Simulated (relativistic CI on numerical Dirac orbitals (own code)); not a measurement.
**One change at a time: As IV**

Base calculation: Dirac-Coulomb-Breit CI, separate exchange-only KLI orbitals for each configuration, model QED, valence Slater integrals scaled by 0.85, P86 correlation energy added to each configuration.

Configuration list (outside the closed core [Ar] 3d10): 4s², 4s4p, 4p², 4s4d, 4s4f, 4d², 4s5s, 4p4d, 4s5p, 4f², 4s5d, 4p4f, 4s6s, 4s6p, 4p5s, 4s5f. Levels of other configurations are missing.

Variants: (1) no correlation estimate; (2) self-excluded LDA correlation estimate; (3) QED terms removed; (4) non-relativistic limit. Shifts of the energy above 4s² ¹S0, in cm⁻¹, for the lowest level and the first level of each name with at least 55 % of one term (blank where a level changes its place among those of its configuration and J or its character, or is not in the variant):

| Level | Base | Δ(1) | Δ(2) | Δ(3) | Δ(4) | Measured |
| --- | --- | --- | --- | --- | --- | --- |
| 4s² ¹S0 | 0.0 | 0.0 | 0.0 | 0.0 | 0.0 | 0.0 |
| 4s4p ³P°0 | 72411.3 | -741.5 | +285.3 | +124.0 | -1960.0 |  |
| 4s4p ³P°1 | 73508.1 | -741.8 | +285.6 | +121.7 | -3056.9 | 76962.0 |
| 4s4p ³P°2 | 75896.4 | -742.0 | +285.8 | +116.0 | -5445.1 | 79492.0 |
| 4s4p ¹P°1 | 109659.6 | -790.8 | +336.2 | +121.8 | -4576.1 | 112022.0 |
| 4p² ¹D2 | 176041.3 | -1553.7 | +898.6 | +223.9 | -7965.1 |  |
| 4p² ³P0 | 176784.0 | -1294.7 | +676.5 | +258.4 | -6466.7 |  |
| 4p² ³P1 | 178208.5 | -1295.0 | +676.4 | +254.5 | -7891.2 | 181468.0 |
| 4p² ³P2 | 180918.2 | -1324.6 | +704.6 | +244.0 | -10600.9 | 184394.0 |
| 4s4d ³D1 | 206915.8 | -2475.3 | +1697.5 | +115.1 | -5688.7 | 210597.0 |
| 4s4d ³D2 | 207035.8 | -2475.6 | +1697.4 | +114.6 | -5808.7 | 210729.8 |
| 4s4d ³D3 | 207219.4 | -2476.0 | +1697.3 | +114.0 | -5992.2 | 210932.6 |
| 4p² ¹S0 | 208377.9 | -1291.1 | +708.5 | +245.4 | -9370.4 | 211683.0 |
| 4s5s ³S1 | 216905.6 | -3092.3 | +3996.5 | +73.2 | -3611.5 | 220127.6 |
| 4s5s ¹S0 | 224163.4 | -3084.2 | +3981.2 | +73.4 | -3650.3 |  |
| 4s4d ¹D2 | 226735.2 | -2291.6 | +1507.1 | +146.3 | -6242.7 |  |
| 4s5p ³P°0 | 247351.5 | -3609.9 | +4473.4 | +111.4 | -4171.3 | 251212.0 |
| 4s5p ³P°1 | 247633.7 | -3609.7 | +4473.1 | +111.0 | -4453.5 | 251466.9 |
| 4s5p ³P°2 | 248396.7 | -3609.9 | +4473.7 | +109.1 | -5216.4 | 252285.0 |
| 4s5p ¹P°1 | 251166.7 | -3600.8 | +4449.1 | +112.9 | -5164.2 | 254039.9 |
| 4s4f ³F°2 | 282288.0 | -6340.6 | +676.5 | +162.1 | -6851.1 |  |
| 4s4f ³F°3 | 282741.2 | -6526.4 | +600.5 | +154.7 | -7304.2 | 284730.0 |

For a near-neutral ion this model can misplace configurations by up to about 10,000 cm⁻¹ (more where the count of f electrons changes) and terms by 10 to 25 % of their spread. Rates follow the energies as ν³ (E1, M1) or ν⁵ (E2), so they and the lifetimes can be off by large factors. The fine structure of a lone outer electron comes out too small, for d and f at times inverted, and misplaced configurations move strength between like terms. 20 of the 20 excited levels that our extract of the measured tables holds in this range could be paired (the sources list more); they are missed by 3383 cm⁻¹ on average and 3888 at most, and levels without a partner can miss by more.

Measured levels: Moore, Atomic Energy Levels, vol. II, NSRDS-NBS 35 (1971 reprint of NBS Circular 467, 1952).

Ionisation energy from the two ground configurations alone: base 48.78 eV; no correlation estimate 47.81 eV; self-excluded LDA correlation estimate 49.23 eV; QED terms removed 48.8 eV. The NIST ASD value (measured) is 50.15 eV. The gap of more than 2 % comes from missing correlation.

LS names give the leading component of a level, which can be under half, so a name can repeat, a term be missing and a line seem to break the LS rules.
